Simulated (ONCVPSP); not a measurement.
**gadolinium (Gd), ONCV: configuration errors across variants**

* Element: Gd
* Generator: ONCVPSP 4.0.1
* Type: optimised norm-conserving Vanderbilt (ONCV)
* Functional: PBE
* Relativity: scalar-relativistic
* Frozen core: [Kr] 4d10
* Valence charge: 18
* Reference configuration: 4f7 5s2 5p6 5d1 6s1 (charge +1)
* Partial waves: 5s+6s: rc 2.45 bohr, ncon 3, nbas 6, qcut 5.7 1/bohr, 2 projectors; 5p: rc 1.75 bohr, ncon 3, nbas 7, qcut 4.1 1/bohr, 3 projectors, debl 1.3 Ha; 5d: rc 2.80 bohr, ncon 4, nbas 8, qcut 4.6 1/bohr, 1 projector; 4f: rc 1.25 bohr, ncon 3, nbas 8, qcut 14.5 1/bohr, 1 projector
* Local potential: polynomial inside 0.95 bohr (lpopt 5, dvloc0 -1 Ha)
* Core correction: polynomial model core, fcfact 0.6

All-electron excitation energies from the reference (eV): (1) 4f7 5s2 5p6 5d1 6s2 -6.645; (2) 4f7 5s2 5p6 5d1 6s0 12.100; (3) 4f7 5s2 5p6 5d0 6s0 31.935.

3 further variants failed, have other tests or too few solved ones, and are left out.

A true bound ghost makes a file unfit for plane-wave use even where its test errors are small: the radial tests pick states by their node count and pass the ghost by.

Errors AE − PS in meV (a dash: test not solved or not reliable):

| change | (1) | (2) | (3) | bound ghosts | GHOST(+) flags above zero |
| --- | --- | --- | --- | --- | --- |
| base | +1.2 | -4.1 | -2.6 | s | p, d |
| d: rc 3.96 | 0.0 | -9.1 | +73 | s | p, d |
| local potential polynomial inside 0.95 bohr (lpopt 5, dvloc0 1.5 Ha) | +1.2 | -4.2 | -2.6 | s | p |
| s: qcut 5.4; p: qcut 3.9; d: qcut 4.4; f: qcut 13.8 | +1.1 | -4.4 | +0.3 | s | p, d |
| d: nproj 3 | +1.2 | -4.3 | -2.7 | s | p, d |

(1) Give the same row for: all radii but the core radius scaled by about 1.07 (s 2.62, p 1.88, d 3.00, f 1.34 bohr); local potential polynomial inside 1.02 bohr (lpopt 5, dvloc0 -1 Ha).

Results:

(1) +1.0, -4.8, +5.5; bound ghosts: s; GHOST(+) flags above zero: p.
